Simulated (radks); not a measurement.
All-electron atom: In3+ in [Kr] 4d9.5 5s0.5 (fractional occupations, a model configuration). All-electron calculation, Dirac Kohn-Sham, BLYP, spin-unpolarised, spherical densities, finite nucleus; open shells fill j = l - 1/2 first; Fermi nuclear charge, rms radius 4.6156 fm. Program: a radial shooting solver on a logarithmic mesh with Libxc functionals.

Unscreened Slater integrals over Kohn-Sham orbitals (cm^-1). Large and small components are both included.

integral          value
F0(5s1/2,5s1/2)   89606
F0(5s1/2,4d5/2)  108230
G2(5s1/2,4d5/2)   16689
F0(5s1/2,4d3/2)  108440
G2(5s1/2,4d3/2)   16180
F0(5s1/2,4p3/2)  111420
G1(5s1/2,4p3/2)  8070.5
F0(4d5/2,4d5/2)  173710
F2(4d5/2,4d5/2)   87051
F4(4d5/2,4d5/2)   57197
F0(4d5/2,4d3/2)  174740
F2(4d5/2,4d3/2)   87556
G2(4d5/2,4d3/2)   87497
G4(4d5/2,4d3/2)   57502
F0(4d5/2,4p3/2)  190540
F2(4d5/2,4p3/2)   95285
G1(4d5/2,4p3/2)  120790
G3(4d5/2,4p3/2)   74171
F0(4d3/2,4d3/2)  175790
F2(4d3/2,4d3/2)   88089
F0(4d3/2,4p3/2)  191900
F2(4d3/2,4p3/2)   96236
G1(4d3/2,4p3/2)  122190
G3(4d3/2,4p3/2)   75079
F0(4p3/2,4p3/2)  213100
F2(4p3/2,4p3/2)  111660
